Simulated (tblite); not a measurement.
Species: C3H7BF2O.
Bonds: C1–C2, C2–O3, O3–C4, C4–B5, B5–F6, B5–F7. Hydrogens: H8, H9, H10 on C1; H11, H12 on C2; H13, H14 on C4.

Computed with GFN2-xTB (tblite), gas phase: L-BFGS steps from a force-field or distance-geometry start until the largest atomic force falls under 0.01 eV/Å.

Geometry at step 9:
```
atom  x, y, z in Å
C1     -2.0175    0.6337   -0.0751
C2     -0.6660    0.0291   -0.4349
O3     -0.1152   -0.4635    0.7774
C4      1.1902   -1.0217    0.6261
B5      2.0566    0.1846    0.0006
F6      2.3575    1.2432    0.7132
F7      2.3475    0.3229   -1.2776
H8     -2.3136    0.2183    0.8855
H9     -1.9480    1.7133    0.0236
H10    -2.7647    0.3994   -0.8250
H11    -0.0238    0.7916   -0.9029
H12    -0.7547   -0.7941   -1.1615
H13     1.1468   -1.9294   -0.0020
H14     1.5042   -1.3278    1.6304
```

**Question.** What forces act on the atoms?

**Answer.** 
| atom | Fx (eV/Å) | Fy (eV/Å) | Fz (eV/Å) |
| --- | --- | --- | --- |
| C1 | -0.048 | 0.015 | -0.013 |
| C2 | -0.106 | 0.014 | 0.036 |
| O3 | 0.069 | -0.096 | -0.113 |
| C4 | 0.160 | 0.179 | -0.195 |
| B5 | 0.027 | -0.176 | 0.113 |
| F6 | 0.087 | 0.038 | 0.090 |
| F7 | 0.117 | -0.166 | -0.012 |
| H8 | -0.096 | -0.005 | -0.080 |
| H9 | 0.003 | -0.025 | 0.044 |
| H10 | -0.053 | -0.011 | -0.005 |
| H11 | 0.010 | -0.061 | 0.149 |
| H12 | -0.093 | -0.038 | 0.098 |
| H13 | -0.011 | 0.192 | 0.024 |
| H14 | -0.067 | 0.140 | -0.135 |

The largest, 0.31 eV/Å, acts on C4; the rms over all components is 0.096 eV/Å. The forces sum to zero within rounding, as they must for an isolated molecule in no field.

**Question.** Give the force on C4 in Eh/bohr and in nN.

**Answer.** 0.309 eV/Å ÷ 51.422 = 0.00601 Eh/bohr, and 0.309 eV/Å × 1.602 = 0.50 nN.

**Question.** How far is this geometry from the end of the optimisation?

**Answer.** 0.215 eV above it, and 0.592 Å rms away after alignment. The bonds farthest from their final lengths, with half the difference of the two atoms' forces along the bond (positive lengthens):

| bond | now (Å) | final (Å) | force along bond (eV/Å) |
| --- | --- | --- | --- |
| C4–B5 | 1.612 | 1.592 | -0.23 |
| O3–C4 | 1.428 | 1.414 | -0.01 |
| C2–O3 | 1.420 | 1.414 | -0.01 |
| C1–C2 | 1.524 | 1.520 | -0.03 |
| C1–H10 | 1.084 | 1.086 | 0.00 |
| C2–H11 | 1.101 | 1.100 | -0.02 |

The angle farthest from its final value is O3–C4–B5, 103.9° against 117.1°.

Of the 2 listed bonds off by 0.010 Å or more, this force points towards the final length in 2.

What follows is the cost of the whole relaxation. Hardware: one thread of an Arm Neoverse V1, no GPU, on a shared host. Cost: 0.48 s of wall time.
